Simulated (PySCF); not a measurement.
**Radial density of Zn¹⁵⁺ (zinc, charge +15)**

UHF, [Ne] 3s2 3p3, high-spin 4S determinant. Computed with PySCF 2.14 in an even-tempered Gaussian basis (19 s from 1.2 bohr⁻², ratio 2.5; 12 p from 1.6 bohr⁻², ratio 2.5; 5 d from 7.8 bohr⁻², ratio 2.7; 4 f from 12 bohr⁻², ratio 2.7), with the spin-free X2C one-electron Hamiltonian (Gaussian nucleus).

```csv
r (bohr),4πr²ρ (e/bohr),4πr²(ρα − ρβ)
0.000868,0.2610,0.0000
0.00146,0.6592,0.0000
0.00245,1.631,0.0001
0.00413,3.892,0.0004
0.00694,8.723,0.0016
0.0117,17.56,0.0079
0.0196,29.47,0.0418
0.0330,36.80,0.2067
0.0556,31.77,0.8049
0.0935,30.98,1.9346
0.157,41.48,1.5704
0.265,21.87,0.0700
0.445,11.23,5.5522
0.748,6.158,3.5889
1.26,0.1825,0.1160
2.12,0.0001144,0.0001
```

Densities and radii are taken from the X2C orbitals without a picture-change correction, which distorts them close to the nucleus.
